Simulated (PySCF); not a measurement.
Computed shifts of a molecule C3H9AlO, PySCF with HF/pcSseg-1, GIAO, gas phase, equivalent atoms averaged, in ppm (number of nuclei): ¹H: 4.52 (1), 3.88 (2), 1.54 (3), -0.05 (3). ¹³C: 57.0 (1), 25.0 (1), -8.7 (1). References: ¹H against TMS (σ = 31.99 ppm); ¹³C against TMS (σ = 192.6 ppm); ¹⁷O against H2O (σ = 333.0 ppm), references at their B3LYP-D3(BJ)/def2-TZVP geometries, non-relativistic. The structure is a stationary point at PBE0-D3(BJ)/def2-SVP. Other conformers were not sampled.

### Question
Pick the molecule that these values belong to.
A. C[CH](C)[AlH][OH]
B. CC(C)[O][AlH2]
C. CC[O][AlH][CH3]
D. C[CH2][AlH][O]C

### Answer
C, CC[O][AlH][CH3]
